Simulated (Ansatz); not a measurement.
Reaction (formal hydrolysis of a Ge–S bond): `C[O][Ge][SH]` + H₂O → `C[O][Ge][OH]` + H₂S

Computed with Ansatz on PBE0-D4/def2-TZVP structures; ΔE is electronic, products minus reactants. CCSD(T)/CBS is the MP2 limit (def2-TZVPP, def2-QZVPP) plus CCSD(T) − MP2 in def2-TZVPP, frozen cores. This one scheme is used for every species. Functionals use def2-TZVPP. B3LYP here is the variant with VWN-RPA as its local correlation; programs differ in this. For Ge outer-core shells are correlated without core-valence functions, which leaves a few kJ/mol of doubt a bond. Scalar relativity is left out up to krypton. One conformer a species, not always the lowest.

`C[O][Ge][SH]`:

```xyz
8

C     0.191   -0.997    0.101
O    -1.047   -0.466    0.494
Ge   -1.677    1.197    0.449
S     0.045    2.376   -0.438
H     0.377   -0.844   -0.969
H     1.020   -0.557    0.667
H     0.180   -2.073    0.294
H     0.911    1.363   -0.599
```

H₂O:

```xyz
3

O     0.042    0.097   -0.374
H    -0.090    0.687    0.371
H     0.047   -0.785    0.004
```

`C[O][Ge][OH]`:

Z-matrix (Å, degrees):
```
C
O 1 1.412
H 1 1.094 2 109.1
H 1 1.092 2 112.3 3 121.0
H 1 1.094 2 109.1 3 -118.0
Ge 2 1.769 1 128.1 3 -120.1
O 6 1.800 2 97.8 1 0.0
H 7 0.961 6 112.9 2 -179.9
```

H₂S:

Z-matrix (Å, degrees):
```
S
H 1 1.341
H 1 1.341 2 92.3
```

| level | ΔE (kJ/mol) | difference from CCSD(T)/CBS |
| --- | --- | --- |
| r2SCAN-D4 | 1.9 | 0.3 |
| ωB97X-V | -7.6 | -9.2 |
| PBE0 | 5.7 | 4.1 |
| B3LYP | -3.4 | -5.0 |
| MP2/def2-TZVPP | -1.7 | -3.3 |
| HF/def2-QZVPP | -11.6 | -13.2 |
| MP2/def2-QZVPP | 0.9 | -0.7 |
| SCS-MP2/def2-QZVPP | -4.5 | -6.1 |
| HF/CBS(def2) | -11.7 | -13.3 |
| MP2/CBS(def2) | 3.3 | 1.7 |
| CCSD(T)/CBS | 1.6 | 0 |

Largest T1 diagnostic among the species: 0.015.

The D4 term adds +6.2 kJ/mol with B3LYP and +3.3 kJ/mol with PBE0; it sums over pairs of atoms, weighted by their polarisabilities, and B3LYP, whose exchange is more repulsive, gets the larger term. In def2-TZVPP, CCSD(T) changes the Hartree–Fock value by +7.6 kJ/mol (the triples alone add +2.5 kJ/mol) and MP2 by +9.2 kJ/mol.
